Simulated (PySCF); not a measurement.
Species: C4H5BF3N.
Numbering: `[BH3-:1][N+:2]#[C:3][CH2:4][C:5]([F:6])=[C:7]([F:8])[F:9]` (hydrogens: H10, H11, H12 on B1; H13, H14 on C4)

Level of theory: PBE0-D3(BJ)/def2-SVP geometry optimisation, gas phase (PySCF 2.14.0).

(1) List the bond lengths, angles and torsions at this level.

## Answers

(1) 
```
                  bond  length (pm)
                 B1–N2        152.9
                 N2≡C3        115.1
                 C3–C4        145.8
                 C4–C5        149.2
                 C5–F6        132.8
                 C5=C7        133.3
                 C7–F8        130.0
                 C7–F9        130.9
B1–H10, B1–H11, B1–H12        122.3
        C4–H13, C4–H14        110.3
```

Bonds in one row agree within 1 pm and their mean is given. A selection of angles:
```
     angle  degrees
 N2–B1–H10    105.8
H10–B1–H11    113.1
  B1–N2–C3    179.4
  N2–C3–C4    179.7
  C3–C4–C5    112.9
 C3–C4–H13    108.8
 C3–C4–H14    107.8
 C5–C4–H13    110.0
H13–C4–H14    107.3
  C4–C5–F6    115.7
  C4–C5–C7    124.4
  F6–C5–C7    119.9
  C5–C7–F8    124.4
  C5–C7–F9    122.9
  F8–C7–F9    112.7
```

Torsions: C3–C4–C5–F6 62° (synclinal); C4–C5–C7–F8 -178° (antiperiplanar). The mirror-image conformer, all signs reversed, is as good.

B1 (four-coordinate boron) is distorted tetrahedral (angles from 105.4° to 113.1°). The 3 C–F bonds span 1.300 Å (C7–F8, drawn single) to 1.328 Å (C5–F6, drawn single), a spread of 0.028 Å. The C–C distances run from 1.333 Å (C5=C7, drawn double) to 1.492 Å (C4–C5, drawn single), a spread of 0.159 Å. Of the pairs four or more bonds apart, F9···H13 is among the closest relative to their van der Waals radii: 2.47 Å, 93 % of the sum of Bondi's values.

Point group: C1 (no symmetry element, even within 0.4 Å). PBE0-D3(BJ)/def2-SVP frequencies: not computed here. The numbers are those of one conformer.
